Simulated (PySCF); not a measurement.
Dipole moment and polarisability of `ClB(Cl)c1ccco1`

Species: C4H3BCl2O.
Structure used (PBE0-D3(BJ)/def2-SVP), in Å, numbered top down from 1:
```
atom  x, y, z in Å
Cl1    3.7983   -0.8267    1.2788
B2     2.9022    0.3810    0.3690
Cl3    3.7745    1.6315   -0.4879
C4     1.3788    0.3162    0.3462
C5     0.4838   -0.5531    0.9390
C6    -0.8160   -0.1278    0.5713
C7    -0.6249    0.9741   -0.2223
O8     0.6702    1.2458   -0.3621
H9     0.7550   -1.3988    1.5680
H10   -1.7697   -0.5694    0.8513
H11   -1.3163    1.6383   -0.7372
```

Level: CAM-B3LYP/def2-SVPD (PySCF), static field, nuclei fixed, core orbitals frozen in the response. The polarisability tensor in these axes (au):

```
x   124.93   1.00   2.36
y     1.00  81.79 -17.91
z     2.36 -17.91  70.00
```

Question: What are the eigenvalues, a third of the trace, and Δα (Δα² = ½Σ(αi − αj)² over the three pairs)?

Answer: Principal values 56.95, 94.74 and 125.03 au; mean 92.24 au = 13.67 Å³ = 15.21 × 10⁻⁴⁰ C²·m²/J; Δα = 59.08 au (64 % of the mean).

Question: What is the dipole moment, and where does it point?

Answer: (-3.01, -0.53, 0.25) D, 3.06 D in size, pointing from the negative to the positive side. Measured along this direction, the outermost atoms are Cl3 at the negative end and H10 at the positive end.

Question: In TDDFT the mean static polarisability is Σ f/ω² over all singlet excitations (ω in hartree). How much of it do the 10 lowest give? Their energies (eV) and oscillator strengths: 4.87, 0.4250; 5.84, 0.0000; 6.02, 0.0220; 6.10, 0.0001; 6.74, 0.0937; 6.76, 0.0018; 7.26, 0.1430; 7.51, 0.0001; 7.54, 0.0175; 7.95, 0.0009.

Answer: They add up to 17.55 au, 19.0 % of the 92.24 au; the largest single term is 13.29 au, from the state at 4.87 eV. Terms in order: 13.29, 0.00, 0.45, 0.00, 1.53, 0.03, 2.01, 0.00, 0.23, 0.01 au. Higher excitations give the rest. The strengths listed sum to 0.704.

Question: Find the Langevin capture rate constant for NH4+ (18.034 u) meeting this molecule (147.965 u), k = 2.342 × 10⁻⁹ cm³/s × √(α in Å³ / reduced mass in u).

Answer: The reduced mass is 16.08 u, so k = 2.16 × 10⁻⁹ cm³/s. The formula leaves out the permanent dipole, which adds to the capture rate.

Question: What depolarisation ratio follows for Rayleigh scattering of linearly polarised light, taking the static tensor?

Answer: ρ = 3Δα²/(45ᾱ² + 4Δα²) = 10471.9/(382880 + 13962.5) = 0.0264.

Question: Molar refractivity from α?

Answer: Lorentz–Lorenz: R = (4π/3)N_A α = 2.5225 cm³/(mol·Å³) × 13.67 Å³ = 34.5 cm³/mol, in the limit of long wavelengths.

Question: Refractivity n − 1 of an ideal gas of it at 298.15 K and 1 atm, from the electronic α?

Answer: N = p/kT = 2.4615 × 10¹⁹ cm⁻³, so n − 1 = 2π × N × 13.67 × 10⁻²⁴ cm³ = 2114 × 10⁻⁶ at long wavelengths.

Geometry: PBE0-D3(BJ)/def2-SVP; no solvent, vibrations or thermal averaging.
